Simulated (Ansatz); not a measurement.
Mulliken charges of C4HF5 (`FC1=C(F)C(F)(F)C1F`) from ωB97M-V/def2-TZVPP in Ansatz (PBE0-D4/def2-TZVP geometry).

```json
{"atom": "F1", "x (Å)": "-1.419", "y (Å)": "-1.888", "z (Å)": "0.580", "charge (e)": "-0.156"}
{"atom": "C2", "x (Å)": "-0.707", "y (Å)": "-0.824", "z (Å)": "0.327", "charge (e)": "0.199"}
{"atom": "C3", "x (Å)": "-0.686", "y (Å)": "0.422", "z (Å)": "0.800", "charge (e)": "0.081"}
{"atom": "F4", "x (Å)": "-1.328", "y (Å)": "1.075", "z (Å)": "1.729", "charge (e)": "-0.156"}
{"atom": "C5", "x (Å)": "0.458", "y (Å)": "0.825", "z (Å)": "-0.072", "charge (e)": "0.444"}
{"atom": "F6", "x (Å)": "0.218", "y (Å)": "1.754", "z (Å)": "-1.008", "charge (e)": "-0.168"}
{"atom": "F7", "x (Å)": "1.586", "y (Å)": "1.189", "z (Å)": "0.571", "charge (e)": "-0.182"}
{"atom": "C8", "x (Å)": "0.446", "y (Å)": "-0.642", "z (Å)": "-0.604", "charge (e)": "0.028"}
{"atom": "F9", "x (Å)": "0.157", "y (Å)": "-0.759", "z (Å)": "-1.932", "charge (e)": "-0.194"}
{"atom": "H10", "x (Å)": "1.358", "y (Å)": "-1.204", "z (Å)": "-0.389", "charge (e)": "0.104"}
```

Task: By hand: the dipole of these point charges (1 e Å = 4.8032 D).

Result: Σ q r = (0.234, -0.144, 0.121) e Å, of length 0.300 e Å = 1.44 D.

Task: How does the dipole of the full density compare? (An estimate is asked.)

Result: Ansatz gave: (0.052, -0.255, 0.210) e Å, 1.61 D; the point charges give 0.89 times that, at 42° from its direction.

Point charges leave out the atoms' own dipoles, such as those of lone pairs, and Mulliken's split depends on the basis, so the two needn't agree.
